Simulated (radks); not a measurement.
The mean radii <r> (bohr) of the occupied orbitals of an atom or ion are listed with their occupations. Calculated with a radial shooting solver on a logarithmic mesh with Libxc functionals: non-relativistic Kohn-Sham, LDA (Slater exchange, Perdew-Wang correlation), spin-polarised, spherical densities, point nucleus.

| orbital | occ. | <r> |
|---|---|---|
| 1s up | 1 | 0.5893 |
| 1s down | 1 | 0.5883 |
| 2s up | 1 | 3.823 |

Name the element and its charge. Open shells, if any, are filled with parallel spins first.

Answer. Z = 3, lithium, charge 0: Li in [He] 2s1. The 1s radius gives Z: for a bare nucleus <r> = 1.5/Z, 0.5 bohr for Z = 3, and screening makes it slightly larger (0.5893 here). The occupations add up to 3, and the charge is Z minus that.
